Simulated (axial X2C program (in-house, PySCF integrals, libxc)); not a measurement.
Low determinants of CsFe⁻ at the PBE0 level, non-relativistic

All values were computed with an in-house relativistic program for diatomic molecules. The Hamiltonian is the X2C one with the speed of light multiplied by 100, which is the non-relativistic limit. Basis: Cs dyall-av2z [12s12p6d], Fe dyall-av2z [8s8p5d2f] (cores contracted in-house); Gaussian nuclei, density fitting, unrestricted open shells. Masses: Cs 132.905 u, Fe 55.935 u.

Search at 3.703 Å (vertical energies from the lowest determinant):

| ΔE (eV) | state | electrons beyond evenly filled partner blocks | electrons in σ, π, δ, φ |
| --- | --- | --- | --- |
| 0.00 | M_S = 2, Λ = 2 | σα, π+α, π-α, δ+α, δ+β, δ-α | 37 34 11 0 |
| 0.03 | M_S = 1, Λ = 2 | σβ, π+α, π-α, δ+α, δ+β, δ-α | 37 34 11 0 |
| 0.24 | M_S = 2, Λ = 3 | 2 × σα, π+α, π+β, π-α, δ+α, δ+β, δ-α | 36 35 11 0 |
| 0.47 | M_S = 2, Λ = 1 | σα, π+α, π+β, π-α, δ+α, δ-α | 37 35 10 0 |
| 0.50 | M_S = 2, Λ = 1 | π+α, 2 × π-α, δ+α, δ+β, δ-α | 36 35 11 0 |
| 0.50 | M_S = 2, Λ = 3 | 2 × π+α, π-α, δ+α, δ+β, δ-α | 36 35 11 0 |
| 0.66 | M_S = 3, Λ = 1 | σα, 2 × π+α, π-α, δ+α, δ-α | 37 35 10 0 |

Lowest determinant, M_S = 2, Λ = 2 (beyond evenly filled blocks: σα, π+α, π-α, δ+α, δ+β, δ-α): Re = 3.693 Å, ωe = 67.7 cm⁻¹.

The determinant in row 2 of the search, M_S = 1, Λ = 2 (beyond evenly filled blocks: σβ, π+α, π-α, δ+α, δ+β, δ-α), was followed along the bond at PBE0; measured from the minimum of the lowest determinant it gives:

Te = 0.028 eV (226 cm⁻¹), Re = 3.666 Å, ωe = 70.3 cm⁻¹.

(1) Compare the bond of the determinant in row 2 with that of the lowest one.

The search compares states at one distance, so a state with another bond length can lie lower; it is not exhaustive and yields mostly the lowest determinant of each block pattern, so other components and higher states of one pattern are missing. These are energies of single determinants, not of spin-adapted states; PBE0 term energies can be off by some tenths of an eV, and the functional has no current term. The lowest determinant need not be the ground state where others lie within half an eV. For an anion, determinants above electron detachment are held by the basis set. The highest occupied level of some functionals is positive through self-interaction error; at Hartree–Fock it is bound. Row 2 is spin-contaminated (⟨S²⟩ = 3.04 against 2.00), so its values are not those of a pure state. Row 1 has a positive highest level at its minimum. Row 2 has a positive highest level at its minimum.

Answers

(1) At PBE0 its Re is 0.027 Å shorter and its force constant, which goes as ωe², is 1.08 times that of the lowest determinant. This determinant mixes spin states, so it has no term energy of its own.
